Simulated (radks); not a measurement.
All-electron atom: Ga3+ in [Ar] 3d10. Method: scalar-relativistic Kohn-Sham, r2SCAN, spin-polarised, spherical densities, finite nucleus; meta-GGA in the generalised Kohn-Sham scheme; Fermi nuclear charge, rms radius 3.9973 fm; computed with a radial shooting solver on a logarithmic mesh with Libxc functionals. Some entries of the table are withheld. Estimate them.

| orbital | occ. | eigenvalue (Ry) | <1/r> (bohr^-1) | r(max) (bohr) |
|---|---|---|---|---|
| 1s | 2 | -756.5741 | (1) | 0.03179 |
| 2s | 2 | -96.07493 | 6.863 | 0.1822 |
| 2p | 6 | -83.81168 | 6.716 | (2) |
| 3s | 2 | -13.69568 | 2.184 | 0.5642 |
| 3p | 6 | -9.94918 | 2.027 | 0.5674 |
| 3d | 10 | -3.88625 | 1.673 | 0.5362 |
| 4s | 0 | -2.60336 | 0.6696 | (3) |
| 4p | 0 | -1.90626 | 0.5609 | 2.000 |

Answer. 
(1) 1s <1/r> (bohr^-1): 31.30
(2) 2p r(max) (bohr): 0.1465
(3) 4s r(max) (bohr): 1.718
